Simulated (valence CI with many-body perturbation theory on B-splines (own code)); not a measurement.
Values are calculated unless marked as measured or tabulated.
**From CI to CI+MBPT in Pr²⁰⁺**

Level of theory: configuration interaction combined with many-body perturbation theory (CI+MBPT): three valence electrons over a frozen Dirac-Fock core [Kr], radial functions for each j: 9 s, 9 p, 10 d, 8 f, 5 g, 3 h, 1 i, with the one-electron correlation potential Σ1, the two-electron term Σ2, the three-electron term Σ3, Breit, model QED; selected CI, second order for the rest (own B-spline code, finite nucleus).

No measured spectrum was set against this ion. As an estimate, terms of the open shell hold to 2 to 4 % of their energy, and close levels can change places. Only levels of the ground parity were solved; by the run's estimate the other parity begins above the list, which can be wrong where configurations are misplaced.

Each rung adds one term. CI alone is the Dirac-Coulomb CI over the frozen core; QED comes last and gives the full result, which names the levels. Energies are above (4d3/2^3) J=3/2 on the same rung, in eV.

Levels are named by their leading jj configuration (3d3/2^4 stands for four electrons in 3d with j = 3/2), which in mixed levels can hold well under half, so a name can repeat and another be missing. Letters in brackets count levels of one name in rising energy.

```tsv
Level	CI alone	Σ1	Σ2	Σ3	Breit	QED	Full
(4d3/2^2 4d5/2) J=5/2	3.023	+0.0435	+0.0148	+0.0188	-0.1117	+0.0117	3.000
(4d3/2^2 4d5/2) J=7/2	4.997	+0.0576	-0.0507	+0.0021	-0.1586	+0.0148	4.862
(4d3/2^2 4d5/2) J=3/2	5.320	+0.0349	-0.0751	+0.0126	-0.0824	+0.0092	5.219
(4d3/2^2 4d5/2) J=9/2	5.968	+0.0547	-0.1811	-0.0202	-0.1592	+0.0131	5.675
(4d3/2^2 4d5/2) J=1/2	6.275	+0.0421	-0.1156	+0.0126	-0.1039	+0.0111	6.121
(4d3/2 4d5/2^2) J=7/2 [a]	9.147	+0.0833	-0.1377	-0.0389	-0.2134	+0.0218	8.862
(4d3/2 4d5/2^2) J=5/2 [a]	9.435	+0.0707	-0.0794	-0.0257	-0.1764	+0.0189	9.244
(4d3/2 4d5/2^2) J=9/2	9.667	+0.0925	-0.2007	+0.0015	-0.2519	+0.0241	9.332
(4d3/2 4d5/2^2) J=3/2 [a]	10.819	+0.0890	+0.0140	-0.0464	-0.2118	+0.0238	10.688
(4d3/2 4d5/2^2) J=1/2	11.392	+0.0919	-0.0334	+0.0367	-0.2220	+0.0244	11.289
(4d3/2 4d5/2^2) J=11/2	12.458	+0.1008	-0.4236	-0.0245	-0.2767	+0.0247	11.859
(4d3/2 4d5/2^2) J=5/2 [b]	13.206	+0.0986	-0.1534	-0.1292	-0.2351	+0.0248	12.812
(4d3/2 4d5/2^2) J=5/2 [c]	14.299	+0.0800	-0.3801	-0.0904	-0.1854	+0.0205	13.744
(4d3/2 4d5/2^2) J=7/2 [b]	14.982	+0.0952	-0.4390	-0.0872	-0.2383	+0.0236	14.337
(4d5/2^3) J=9/2	14.946	+0.1405	-0.1632	-0.0392	-0.3596	+0.0369	14.562
(4d5/2^3) J=3/2	15.831	+0.1293	+0.1325	-0.0014	-0.3142	+0.0349	15.812
(4d3/2 4d5/2^2) J=3/2 [b]	21.055	+0.1115	-0.2297	-0.1825	-0.2465	+0.0280	20.535
(4d5/2^3) J=5/2	21.758	+0.1294	+0.0174	-0.1433	-0.3054	+0.0341	21.490
```

The middle columns are the shifts that each term adds.

(1) How does the ionisation energy move along the ladder, and which term matters most?

## Answers

(1) CI alone 587.53, + Σ1 589.93, + Σ2 591.36, + Σ3 591.37, + Breit 591.15, + QED 591.19 eV. The largest step is Σ1, 2.40 eV. NIST lists 590 ± 4 eV (theoretical).
